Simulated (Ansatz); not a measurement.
Species: sum formula SiBr2F (charge 0, doublet). It need not be the lowest isomer of its formula. 
Geometry from a B3LYP-D3(BJ)/def2-TZVP (Ansatz, a program for electronic structure) optimisation:
SMILES: F[Si](Br)Br
```xyz
4

Si    -0.0162    -0.8549     0.1653
F     -0.1174    -1.7713    -1.1393
Br    -1.8226     0.4538     0.2174
Br     1.8593     0.3437     0.0094
```
Charge 0, spin multiplicity 2.

Parts of the frozen-core correlation energy in 6-31G (Ansatz, hartree). Frozen orbitals: 34; correlated occupied orbitals by spin: 13 and 12; virtual: 33 and 34. UHF or UKS for open shells. Spin-orbit coupling is left out. No relativistic terms.

| term | value |
|---|---|
| reference (HF) | -5532.47003 |
| MP2 opposite-spin | ___ |
| MP2 same-spin | ___ |
| CCSD correlation | ___ |
| (T) | -0.00551 |
| T1 diagnostic | 0.015 |
| largest doubles amplitude | 0.037 |
| <S^2> of the reference | 0.756 |

### Question
What belongs in the gaps?

### Answer

- MP2 opposite-spin, value: -0.17607
- MP2 same-spin, value: -0.06311
- CCSD correlation, value: -0.25309
